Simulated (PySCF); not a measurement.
A GIAO shielding run with PySCF 2.14 (density fitting, non-relativistic, gas phase) on SMILES N[Si@@H](CNCCC)C#N, C₅H₁₃N₃Si:

```
$ OMP_NUM_THREADS=1 python probes_run.py task.json out

{"job": {"kind": "nmr", "xc": "PBE0", "basis": "pcSseg-1"}, "charge": 0, "multiplicity": 1}
C      3.597026    -0.205767     0.339701
C      2.244317     0.020326    -0.321930
C      1.182994     0.447239     0.701041
N     -0.138244     0.715362     0.163208
C     -0.852411    -0.449620    -0.337931
Si    -2.656806     0.044099    -0.684535
N     -3.247158     0.735262     0.767116
C     -3.674664    -1.496013    -0.995484
N     -4.296583    -2.434196    -1.207406
H      3.941492     0.704401     0.826350
H      3.527151    -0.989227     1.091066
H      4.338359    -0.503424    -0.398234
H      1.925039    -0.900289    -0.815645
H      2.335543     0.797621    -1.086558
H      1.074945    -0.332190     1.461509
H      1.518212     1.362027     1.201882
H     -0.067392     1.411974    -0.572790
H     -0.385901    -0.892927    -1.230081
H     -0.820408    -1.212103     0.444057
H     -2.768618     0.838061    -1.922131
H     -4.182284     1.100559     0.834731
H     -2.605019     1.258209     1.340431
```

Hardware: 1 thread of an Arm Neoverse N1, shared host. The job also computes population analyses, field gradients.

**Question.** How large is the calculation?

**Answer.** 78 electrons, 225 basis functions and 1174 auxiliary functions.

**Question.** How long does it take, and how much memory does it need?

**Answer.** 89 s of wall time, with 14 SCF cycles and 5 response iterations; peak memory 1 GiB. Times on a shared host scatter by some tens of per cent.
